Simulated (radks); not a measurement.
Numerical settings for the chromium ion Cr12+, [Ne] 3s2. Method: Dirac Kohn-Sham, PBE, spin-unpolarised, spherical densities, point nucleus; computed with a radial shooting solver on a logarithmic mesh with Libxc functionals. The defaults (mesh step 0.008 in ln r, mesh end at 40 bohr or more with all orbitals vanishing there, Anderson mixing 0.5 over 9 steps, residual threshold near 1e-9 with the energy settled to 1e-9 hartree or 1e-11 of itself, here a cap of 89 iterations) give E = -990.8047 hartree and 3s1/2 at -341.42 eV in 13 iterations. Run on one thread of a shared host, so times are rough (Arm Neoverse V2): 0.04 s of CPU time, 0.04 s wall, 13 iterations on 2476 mesh points. Changes against that run (0 stands for a change within the tolerance of the run):

\begin{tabular}{lrrrrr}
setting & iterations & converged & E (mhartree) & e(3s1/2) (meV) & CPU (s) \\ \hline
mesh step in ln r 0.003 & 13 & yes & 0 & 0 & 0.11 \\
mesh step in ln r 0.02 & 13 & yes & 0 & 0 & 0.02 \\
mesh step in ln r 0.005 & 13 & yes & 0 & 0 & 0.07 \\
mesh end (bohr) 12 & 13 & yes & 0 & 0 & 0.04 \\
mesh end (bohr) 3 & 13 & yes & +0.00558 & +0.168 & 0.04 \\
residual threshold 0.01 & 8 & yes & 0 & -0.153 & 0.03 \\
residual threshold 1e-16 & 89 & no & 0 & 0 & 0.17 \\
mixing 1.5 & 13 & yes & 0 & 0 & 0.04 \\
linear mixing, mixing 1 & 17 & yes & 0 & 0 & 0.05 \\
linear mixing, mixing 0.2 & 89 & no & 0 & 0 & 0.22 \\
mixing history 3 & 14 & yes & 0 & 0 & 0.05 \\
iteration cap 8 & 8 & no & 0 & +0.0049 & 0.03 \\
\end{tabular}

No run marked as converged misses the energy by more than 1 mhartree. A mesh that ends early acts as a hard wall.
